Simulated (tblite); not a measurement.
Input of a run (GFN2-xTB geometry optimisation, gas phase (tblite 0.8.0)), started from a force field or distance geometry:
```
{"job": {"kind": "relax", "xc": "GFN2-xTB", "basis": "xTB"}, "charge": 0, "multiplicity": 1}
C     -4.170800     0.829200    -0.648900
C     -2.850700     0.964900    -0.685300
C     -1.893900    -0.126800    -0.838100
C     -0.619500     0.094000    -0.841100
P      1.188800     0.403400    -0.799900
C      2.062500     0.554300     0.795100
C      3.386600     0.785100     0.829700
C      4.171600     0.920500     2.105200
O     -2.435500    -1.391700    -0.962900
C     -1.537500    -2.462300    -1.198300
H     -4.819400     1.699100    -0.522300
H     -4.669200    -0.136500    -0.750100
H     -2.425800     1.958300    -0.557600
H      1.477100     0.451400     1.696500
H      3.954100     0.890100    -0.085300
H      4.641900     1.899900     2.153800
H      4.947200     0.153400     2.143900
H      3.533400     0.801100     2.989000
H     -2.121000    -3.375600    -1.298700
H     -0.844200    -2.591300    -0.351700
H     -0.984500    -2.303700    -2.132000
```

Output (eV, eV/Å):
```
step      E/eV     max force
  0    -793.22922    6.411
  1    -793.65684    3.258
  2    -793.81050    1.708
  3    -793.89906    1.049
  4    -793.95900    0.959
  5    -794.03238    0.613
  6    -794.06518    0.633
  7    -794.11398    0.584
  8    -794.14667    0.461
  9    -794.17719    0.423
 10    -794.19497    0.303
 11    -794.20675    0.292
 12    -794.21486    0.285
 13    -794.22271    0.267
 14    -794.23092    0.205
 15    -794.23904    0.185
 16    -794.24511    0.166
 17    -794.24935    0.140
 18    -794.25297    0.145
 19    -794.25601    0.113
 20    -794.25829    0.095
 21    -794.25989    0.086
 22    -794.26129    0.076
 23    -794.26300    0.113
 24    -794.26519    0.117
 25    -794.26743    0.126
 26    -794.26917    0.096
 27    -794.27039    0.080
 28    -794.27168    0.112
 29    -794.27358    0.126
 30    -794.27594    0.135
 31    -794.27797    0.101
 32    -794.27935    0.077
 33    -794.28048    0.080
 34    -794.28163    0.120
 35    -794.28295    0.127
 36    -794.28425    0.093
 37    -794.28532    0.089
 38    -794.28616    0.083
 39    -794.28689    0.080
 40    -794.28761    0.069
 41    -794.28833    0.061
 42    -794.28907    0.060
 43    -794.28984    0.061
 44    -794.29062    0.069
 45    -794.29129    0.061
 46    -794.29184    0.054
 47    -794.29232    0.053
 48    -794.29281    0.050
 49    -794.29332    0.058
 50    -794.29378    0.047
 51    -794.29414    0.044
 52    -794.29445    0.049
 53    -794.29477    0.045
 54    -794.29509    0.048
 55    -794.29538    0.049
 56    -794.29566    0.051
 57    -794.29596    0.047
 58    -794.29628    0.041
 59    -794.29653    0.031
 60    -794.29669    0.026
 61    -794.29681    0.029
 62    -794.29695    0.035
 63    -794.29717    0.043
 64    -794.29744    0.041
 65    -794.29775    0.036
 66    -794.29805    0.040
 67    -794.29836    0.036
 68    -794.29866    0.037
 69    -794.29888    0.026
 70    -794.29901    0.021
 71    -794.29909    0.020
 72    -794.29918    0.023
 73    -794.29928    0.022
 74    -794.29936    0.018
 75    -794.29942    0.018
 76    -794.29949    0.019
 77    -794.29958    0.022
 78    -794.29973    0.029
 79    -794.29993    0.034
 80    -794.30015    0.034
 81    -794.30037    0.042
 82    -794.30064    0.045
 83    -794.30100    0.040
 84    -794.30139    0.046
 85    -794.30170    0.046
 86    -794.30190    0.033
 87    -794.30205    0.023
 88    -794.30218    0.019
 89    -794.30228    0.016
 90    -794.30234    0.018
 91    -794.30240    0.020
 92    -794.30247    0.017
 93    -794.30253    0.013
 94    -794.30257    0.011
 95    -794.30261    0.011
 96    -794.30263    0.009
```

Q: Summarise the run.

A: The energy falls by 1.073 eV over 96 L-BFGS steps, the largest force on an atom goes from 6.41 to 0.009 eV/Å, and the atoms move by 0.303 Å rms after alignment. The bond that changes most is C4=P5 (ends: central carbon of cumulated double bonds; phosphorus bonded to 2 C), which shortens by 0.198 Å. Bonds longer at the end by more than 0.005 Å: 1 of 20; shorter: 10. Among the angles that change most is C4–P5–C6, from 120.4° to 100.6°. The energy never rose by more than 1e-5 eV on the way. The first step brought 40 % of the lowering.

Q: What are the final bond lengths?

A: C1=C2 1.327 Å, C2–C3 1.459 Å, C3=C4 1.321 Å, C4=P5 1.637 Å, P5–C6 1.820 Å, C6=C7 1.330 Å, C7–C8 1.490 Å, C3–O9 1.369 Å, O9–C10 1.403 Å, C1–H11 1.076 Å, C1–H12 1.076 Å, C2–H13 1.081 Å, C6–H14 1.083 Å, C7–H15 1.083 Å, C8–H16 1.090 Å, C8–H17 1.090 Å, C8–H18 1.088 Å, C10–H19 1.088 Å, C10–H20 1.097 Å, C10–H21 1.096 Å. Numbering counts from 1 in the input's order; the species is `C=CC(=C=P/C=C/C)OC`.

On Arm Neoverse V1, one thread (shared host), this took 0.89 s of wall time.

Its GFN2-xTB frequencies are all real (lowest 40 cm⁻¹). One conformer, not necessarily the lowest. 3 starts were optimised and ended at 0.00, 0.00 and 0.59 kcal/mol (GFN2-xTB); the lowest of these is shown.

The values belong to the conformer `[CH2:1]=[CH:2][C:3](=[C:4]=[P:5]/[CH:6]=[CH:7]/[CH3:8])[O:9][CH3:10]`: C1–C2–C3–C4 -178°, C4–P5–C6–C7 180°, C2–C3–O9–C10 179°.

The numbers are calculated, not measured.
